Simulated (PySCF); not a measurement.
## Bond curve of GdC

Set-up: basis Gd x2c-SVPall, C x2c-SVPall; spin-free X2C with a Gaussian nucleus; PySCF 2.14. Energies in eV from Gd (4f7 5d1 6s2) + C in their ground configurations at the same level. All curves are PBE0. state 1: 2S+1 = 11, about 7.1 electrons in the 4f shell (Mulliken); state 2: Ms = 3 determinant of mixed spin, about 7.1 electrons in the 4f shell (Mulliken), a second solution, started from another occupation; state 3: Ms = 4 determinant of mixed spin, about 7.1 electrons in the 4f shell (Mulliken), a second solution, started from another occupation.

| R (Å) | state 1 | state 2 | state 3 |
| --- | --- | --- | --- |
| 1.741 | -2.693 | -2.655 | -2.461 |
| 1.822 | -3.338 | -3.169 | -2.952 |
| 1.903 | -3.709 | -3.490 | -3.268 |
| 1.963 | -3.845 | -3.621 | -3.398 |
| 2.024 | -3.883 | -3.674 | -3.447 |
| 2.085 | -3.843 | -3.664 | -3.428 |
| 2.166 | -3.696 | -3.578 | -3.320 |
| 2.267 | -3.405 | -3.397 | -3.094 |
| 2.388 | -2.972 | -3.131 | -2.758 |
| 2.550 | -2.393 | -2.750 | -2.297 |

Put a parabola through the three lowest points of the state 1 curve and estimate Re, k and ωe (reduced mass 11.15 u; 1 eV/Å² = 0.16022 mdyn/Å; ωe = 1302.8·√(k/μ) cm⁻¹).

Through R = 1.963, 2.024, 2.085 Å the second-order coefficient is 10.5 eV/Å², so Re ≈ 2.023 Å, k ≈ 3.36 mdyn/Å and ωe ≈ 715 cm⁻¹. A polynomial fit of higher order to the unrounded PBE0 energies gives Re = 2.021 Å, k = 3.43 mdyn/Å, ωe = 723 cm⁻¹; anharmonicity and rounding make the difference.

The higher-order fit for each curve: state 1: Re = 2.021 Å, ωe = 723 cm⁻¹, De = 3.88 eV; state 2: Re = 2.043 Å, ωe = 621 cm⁻¹, minimum 3.68 eV below the ground-state fragments; state 3: Re = 2.036 Å, ωe = 658 cm⁻¹, minimum 3.45 eV below the ground-state fragments.

⟨S²⟩ of the unrestricted solution departs from its pure value on part of the curve, where spin states mix. These are scalar-relativistic numbers at best; spin–orbit coupling would shift them, the dissociation energy most. The state is the lowest single determinant that the PBE0 search found; with open d or f shells the true ground state can be another one.
